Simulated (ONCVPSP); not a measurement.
**Os, ONCV: configuration errors across variants**

- Element: osmium (Os)
- Generator: ONCVPSP 4.0.1
- Type: optimised norm-conserving Vanderbilt (ONCV)
- Functional: PBE
- Relativity: scalar-relativistic
- Frozen core: [Kr] 4d10 4f14
- Valence charge: 16
- Reference configuration: 5s2 5p6 5d6 6s1 (charge +1)
- Partial waves: 5s+6s: rc 1.65 bohr, ncon 5, nbas 10, qcut 7.1 1/bohr, 2 projectors; 5p: rc 1.50 bohr, ncon 4, nbas 7, qcut 7.3 1/bohr, 3 projectors, debl 2.8 Ha; 5d: rc 2.15 bohr, ncon 4, nbas 8, qcut 7.2 1/bohr, 3 projectors, debl 0.6 Ha
- Local potential: polynomial inside 0.95 bohr (lpopt 5, dvloc0 4 Ha)
- Core correction: Teter function fitted to the true core (icmod 2), fcfact 0.5

All-electron excitation energies from the reference (eV): (1) 5s2 5p6 5d6 6s2 -9.577; (2) 5s2 5p6 5d6 6s0 16.915; (3) 5s2 5p6 5d5 6s0 45.762; (4) 5s2 5p6 5d7 6s1 -9.260.

1 further variants failed, have other tests or too few solved ones, and are left out.

A true bound ghost makes a file unfit for plane-wave use even where its test errors are small: the radial tests pick states by their node count and pass the ghost by.

Errors AE − PS in meV (a dash: test not solved or not reliable):

```csv
change,(1),(2),(3),(4),bound ghosts,GHOST(+) flags above zero
base,+3.0,-5.9,-8.4,-1.2,none,"s, p"
"local potential polynomial inside 0.95 bohr (lpopt 5, dvloc0 2.5 Ha)",+3.0,-5.9,-8.4,-1.2,none,"s, p"
"local potential polynomial inside 0.95 bohr (lpopt 5, dvloc0 4.5 Ha)",+3.0,-5.9,-8.3,-1.2,none,"s, p"
"local potential polynomial inside 0.95 bohr (lpopt 5, dvloc0 6.5 Ha)",+3.0,-5.8,-8.3,-1.2,none,"s, p"
"local potential polynomial inside 0.95 bohr (lpopt 5, dvloc0 8.5 Ha)",+3.0,-5.8,-8.3,-1.2,none,s
```

Give the same row for: local potential polynomial inside 0.95 bohr (lpopt 5, dvloc0 -2.5 Ha).

+3.1, -5.6, -8.1, -1.2; bound ghosts: s; GHOST(+) flags above zero: p.
